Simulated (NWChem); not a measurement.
# GaH3S2; SMILES [SH][GaH][SH]

```xyz
6

Ga     0.0000     0.0000    -0.5620
H      0.0000     0.0000    -2.1208
S     -1.8448     0.0000     0.6383
H     -2.6572     0.0000    -0.4417
S      1.8448     0.0000     0.6383
H      2.6572     0.0000    -0.4417
```
Atoms are numbered in this order, from 1.

Results from NWChem. Pople sets run with spherical d functions. Medium grid unless said otherwise, to which SCAN and Minnesota functionals are sensitive. The geometry was optimised at PBE0/def2-SVP. Hybrids' shares of exact exchange are those that their runs print; pure functionals count as 0. The functionals differ in more than this share.

```
row                  share of exact exchange  orbital gap (eV)
-------------------  -----------------------  ----------------
PBE/6-31G*                              0.00              4.33
SCAN/6-31G*                             0.00              4.78
B3LYP/6-31G*                            0.20              5.77
PBE0/6-31G*                             0.25              6.25
BHandHLYP/6-31G*                        0.50          withheld
Hartree-Fock/6-31G*                     1.00             11.68
```

**Question.** Fit a straight line of the last column on the one before it, predict the withheld value, and compare with the run.

**Answer.** 
1. Means of the 5 shown rows: x = 0.290, y = 6.562. Slope Σ(x − x̄)(y − ȳ)/Σ(x − x̄)² = 4.882/0.6820 = 7.158; intercept 4.486.
2. The shown rows scatter about the line by 0.164 (root mean square); the largest residual is +0.29, at SCAN/6-31G*.
3. At x = 0.50 (BHandHLYP/6-31G*; inside the shown range) the line gives 8.06.
4. The run gives 8.04, -0.02 from the line, 0.1 times the scatter.
